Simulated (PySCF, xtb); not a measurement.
B(F)(Me)(SeH) (CH4BFSe), SMILES CB([SeH])F.

The structure is a stationary point at PBE-D3(BJ)/def2-SVP. This is a generated structure with no PubChem entry under its InChIKey; it may be hypothetical. Other conformers were not sampled.

These are PySCF with C-PCM-B3LYP/def2-SVP values and carry that method's errors.

The values are the electrostatic part of the solvation free energy, E(continuum) − E(gas) at the gas-phase geometry, in a cavity of scaled van der Waals radii (PySCF's table); cavitation and dispersion terms are not included. In vacuum the orbital gap is 6.69 eV. The dipole moment in vacuum is 1.81 D.

```csv
solvent,ε,ΔG(elec) (kcal/mol),dipole (D),gap (eV)
water,78.36,-2.3,2.39,6.77
1-octanol,9.86,-2.1,2.32,6.76
benzene,2.27,-1.2,2.10,6.73
```

For comparison, GFN2-xTB/ALPB(water) (xtb, at the GFN2-xTB geometry, all terms of that model) gives -2.5 kcal/mol.
